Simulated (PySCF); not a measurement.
Compound: C₅H₇FO₃Si.
Atom-mapped SMILES: `[CH3:1][O:2][Si@@H:3]1[CH2:4][C:5]([C:6](=[O:7])[OH:8])=[C:9]1[F:10]`

Probes without a nucleus sit at each ring's centroid and 1 Å off its mean plane on both sides; NICS is minus the shielding there, NICSzz its component along the normal. Level: GIAO PBE0/pcSseg-1 (PySCF, non-relativistic, gas phase) on the GFN2-xTB geometry, one conformer.

Ring bond lengths (Å), with Mayer bond orders in brackets: Si3–C4 1.912 (0.89), C4–C5 1.513 (0.99), C5–C9 1.345 (1.63), C9–Si3 1.910 (0.85).

Q: Give the NICS values of each ring in ppm.

A: 
| ring | type | NICS(0) | NICS(1), two faces | NICS(1)zz, two faces | rms pucker (Å) | centre to ring atoms, mean (Å) |
| --- | --- | --- | --- | --- | --- | --- |
| Si3–C4–C5–C9 | 4-membered ring with Si; formal bonds 1 double, 3 single | -7.3 | -4.4 / -2.5 | -1.3 / 1.9 | 0.01 | 1.18 |

Q: What can be read from them?

A: 
- Si3–C4–C5–C9: mean NICS(1)zz 0.3 ppm, near zero. Si3, C4 have four or more neighbours, and the NICS criterion for π rings isn't applied. The two faces differ by 3.2 ppm, so no symmetry operation interchanges them.

Q: Give the inner angles of the rings and the Hirshfeld charges of the ring atoms.

A: 
- Si3–C4–C5–C9: Si3 72.2° (+0.432 e), C4 89.2° (-0.169 e), C5 103.9° (-0.034 e), C9 94.5° (0.000 e); sum 359.9° against 360° for a flat convex ring.

Q: How shielded are the nuclei of the rings and their hydrogens (means over atoms taken as equivalent)?

A: 
```csv
atoms,environment,σ isotropic (ppm)
Si3,oxygen-bound silicon,364.2
C4,sp3 carbon bound to silicon,170.3
C5,fully substituted alkene carbon,56.1
C9,vinylic C–F carbon,-2.2
H on Si3,Si–H hydrogen,26.26
H on C4,methylene hydrogen,30.11
H on C4,methylene hydrogen,29.95
```

Hardware: an Arm Neoverse N1 with one thread, shared host. Cost: 68 s, 0.94 GiB resident at most. This is the whole shielding run at PBE0/pcSseg-1, SCF included.

Conformer computed: `[CH3:1][O:2][Si@@H:3]1[CH2:4][C:5]([C:6](=[O:7])[OH:8])=[C:9]1[F:10]`: C1–O2–Si3–C4 174°, C4–C5–C6–O7 178°, H–O8–C6–C5 180°.
